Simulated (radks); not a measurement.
The numbers below are computed, except where a source is named.
Exchange energies: the exact (Fock) value of the Kohn-Sham orbitals and density-functional approximations, as 100 (|E| - |E exact|)/|E exact|, negative where the magnitude is too small. Species: Ca [Ar] 4s2; Ge2+ [Ar] 3d10 4s2; Sb3+ [Kr] 4d10 5s2; Tc [Kr] 4d5 5s2; Zn [Ar] 3d10 4s2. Level of theory: non-relativistic Kohn-Sham, PBE, spin-polarised, spherical densities, point nucleus (a radial shooting solver on a logarithmic mesh with Libxc functionals). Every spin shell is full or empty, so the densities are truly spherical. Functionals are evaluated on that one density, not self-consistently.

| functional | Ca | Ge2+ | Sb3+ | Tc | Zn |
|---|---|---|---|---|---|
| exact (hartree) | -35.1892 | -76.8481 | -162.943 | -124.292 | -69.4351 |
| LDA | -7.36 | -5.64 | -4.83 | -5.15 | -5.62 |
| PBEsol | -3.25 | -2.44 | -2.25 | -2.37 | -2.32 |
| revPBE | -0.15 | 0.00 | -0.28 | -0.24 | +0.18 |
| PW91 | -0.06 | +0.22 | 0.00 | +0.03 | +0.41 |
| PW86 | +0.45 | +0.32 | -0.19 | -0.07 | +0.56 |
| OPTX | +0.16 | +0.96 | +1.26 | +1.08 | +1.05 |
| WC | -1.42 | -0.83 | -0.85 | -0.89 | -0.68 |
| SOGGA | -3.29 | -2.46 | -2.26 | -2.38 | -2.34 |
| G96 | +0.12 | +0.51 | +0.35 | +0.35 | +0.67 |
| EV93 | +0.90 | +0.34 | -0.28 | -0.16 | +0.57 |
| SCAN | +0.27 | +0.37 | +0.17 | +0.22 | +0.51 |
| MS2 | +0.01 | -0.22 | -0.59 | -0.50 | -0.03 |
| MVS | -0.21 | +0.13 | +0.07 | +0.05 | +0.25 |
